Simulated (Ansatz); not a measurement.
Gas-phase electronic energies from Ansatz, PBE0-D4/def2-TZVP geometries. CBS: MP2 limit from def2 TZ/QZ plus the TZ coupled-cluster correction, frozen cores. This one scheme is used for every species. DFT in def2-TZVPP. Each species was taken in one conformer, which may not be the lowest.

`C[SiH](C)[SiH2]F` + CH₃OH → `CO[SiH](C)C` + `F[SiH3]`  (cleavage of the Si–Si bond)

Task: Is it downhill or uphill in electronic energy at CCSD(T)/CBS, and by how much? (An estimate is asked.)

Result: Computed: Downhill: ΔE = -110.4 kJ/mol.

Task: What do these levels give: PBE-D4, BLYP-D4, r2SCAN0-D4, PBE, revPBE, r2SCAN, CAM-B3LYP, HF/def2-SVP, CCSD/def2-SVP, HF/def2-QZVPP, MP2/CBS(def2), CCSD/CBS(def2)? (Best estimate.)

Result: The calculation gave: PBE-D4 -85.1, BLYP-D4 -103.8, r2SCAN0-D4 -108.2, PBE -85.5, revPBE -82.0, r2SCAN -105.9, CAM-B3LYP -117.3, HF/def2-SVP -118.9, CCSD/def2-SVP -107.9, HF/def2-QZVPP -132.7, MP2/CBS(def2) -117.8, CCSD/CBS(def2) -112.7 kJ/mol.

Task: What do rigid-rotor, harmonic-oscillator terms from PBE0-D4/def2-TZVP frequencies (298.15 K, 1 bar) make of the CCSD(T)/CBS value? (An estimate is asked.)

Result: Computed: ΔZPE = -5.3 kJ/mol, ΔH = -116.9 kJ/mol, ΔS = -15 J/(mol·K), ΔG = -112.5 kJ/mol. Modes under 50 cm⁻¹ make the entropy rough.

Largest T1 diagnostic among the species: 0.011.

In def2-TZVPP, CCSD(T) changes the Hartree–Fock value by +19.0 kJ/mol (the triples alone add +2.4 kJ/mol) and MP2 by +11.6 kJ/mol. Leaving LDA and LC-ωPBE aside and taking each functional with its dispersion term where it has one, the values, not all of them listed here, spread over 32.5 kJ/mol, from BHLYP-D4 to PBE-D4. LDA lies −8.5 kJ/mol from PBE without D4. At CCSD(T), def2-SVP lies +4.0 kJ/mol from the extrapolated value and def2-TZVPP −1.8 kJ/mol.
